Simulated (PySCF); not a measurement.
Run record: excited-state job, `C#C[C@@H]([CH2][GeH3])[S][AlH2]`.

Computed with TDDFT wB97X-D/def2-SVPD, vertical, gas phase, core orbitals frozen in the response (PySCF 2.14.0, density-fitted response routines). Geometry: GFN2-xTB. A driver script takes a list of jobs; this job's settings line and coordinates (Å) are shown.

Command:
```bash
OMP_NUM_THREADS=1 python probes_run.py task.json out
```

Input:
```
{"job": {"kind": "uv", "xc": "wB97X-D", "basis": "def2-SVPD", "nstates": 8, "ntriplets": 3}, "charge": 0, "multiplicity": 1}
C      1.038007     1.989810     0.454531
C      0.592351     1.021997     1.039132
C      0.204925    -0.272815     1.514674
C     -1.275963    -0.557926     1.323558
Ge    -1.764006    -0.789860    -0.583108
S      1.242362    -1.483212     0.520993
Al     2.160754     0.177835    -0.640257
H      1.247912     2.984977     0.173659
H      0.505909    -0.403498     2.558357
H     -1.856049     0.252284     1.773145
H     -1.524341    -1.474473     1.860792
H     -0.965929     0.124826    -1.457028
H     -1.600682    -2.199741    -1.030036
H     -3.212128    -0.427838    -0.737206
H      3.570302     0.603863    -0.190966
H      1.628978     0.462715    -2.056685
```

Problem. Estimate the output.

Solution. 
```
coarse grid: 63056 points
cycle   1  E = -2874.7704363886  dE =  2.467e-01  |g| = 5.124e-01  |ddm| = 8.128e+00
cycle   2  E = -2874.7924892738  dE = -2.205e-02  |g| = 4.817e-01  |ddm| = 1.911e+00
cycle   3  E = -2874.8338818839  dE = -4.139e-02  |g| = 7.487e-02  |ddm| = 9.252e-01
cycle   4  E = -2874.8347877818  dE = -9.059e-04  |g| = 5.476e-02  |ddm| = 2.215e-01
cycle   5  E = -2874.8355258761  dE = -7.381e-04  |g| = 6.368e-03  |ddm| = 1.223e-01
cycle   6  E = -2874.8355406771  dE = -1.480e-05  |g| = 1.803e-03  |ddm| = 2.560e-02
cycle   7  E = -2874.8355423224  dE = -1.645e-06  |g| = 6.518e-04  |ddm| = 8.725e-03
final grid: 129856 points
cycle   8  E = -2874.8353595034  dE = -2.241e-06  |g| = 9.281e-04  |ddm| = 2.850e-02
cycle   9  E = -2874.8353596378  dE = -1.344e-07  |g| = 7.525e-04  |ddm| = 5.335e-03
cycle  10  E = -2874.8353597770  dE = -1.393e-07  |g| = 9.862e-05  |ddm| = 1.747e-03
cycle  11  E = -2874.8353597829  dE = -5.861e-09  |g| = 7.401e-05  |ddm| = 4.994e-04
cycle  12  E = -2874.8353597849  dE = -2.025e-09  |g| = 2.647e-05  |ddm| = 2.016e-04
cycle  13  E = -2874.8353597853  dE = -3.879e-10  |g| = 9.764e-06  |ddm| = 1.037e-04
converged SCF energy = -2874.8353597853

Static polarisability (au): isotropic 117.903, principal 107.757 114.241 131.711

Singlet excitations
state   eV       nm        f      main configurations
  1   4.1312    300.1   0.00022   H->L 0.95
  2   5.4756    226.4   0.00557   H-2->L 0.61
  3   5.5625    222.9   0.02039   H-1->L 0.88
  4   5.7742    214.7   0.01300   H->L+1 0.54, H->L+2 0.24
  5   6.0087    206.3   0.01165   H-3->L 0.74
  6   6.0455    205.1   0.00206   H->L+2 0.56, H->L+1 0.34
  7   6.1819    200.6   0.00566   H-4->L 0.37, H-7->L 0.21, H-2->L 0.11
  8   6.5511    189.3   0.03281   H->L+4 0.49, H->L+5 0.21

Triplet excitations (Tamm-Dancoff, eV): 3.7748 4.8572 5.1459
```

The SCF starts on a coarse grid where the log names one; the energy can jump when the final grid takes over, and dE then counts from the start density on the new grid. H and L stand for HOMO and LUMO; the number after each pair is its weight.

Problem. How does the lowest singlet excitation compare with the HOMO–LUMO gap?

Solution. HOMO -8.62 eV and LUMO 0.07 eV give a gap of 8.69 eV; S1 at 4.13 eV lies 4.56 eV below it.

Summary of the converged run: HOMO -8.62 eV, LUMO 0.07 eV; lowest singlet 4.13 eV; lowest triplet 3.77 eV (Tamm–Dancoff); mean polarisability 117.9 au.

 The wB97X-D/def2-SVPD calculation is non-relativistic and has no spin–orbit coupling, an omission that weighs most on germanium.

On one thread of an Intel Xeon at 2.50 GHz, shared host, this took 2.8 min wall, 2.5 min CPU and 1.1 GiB of memory at its peak.

One conformer stands for the species.
Labels such as C1 count atoms from 1, the log's own numbers from 0.

wB97X-D is run here without its empirical dispersion term; that term would change no orbital, density or response property at a fixed geometry.
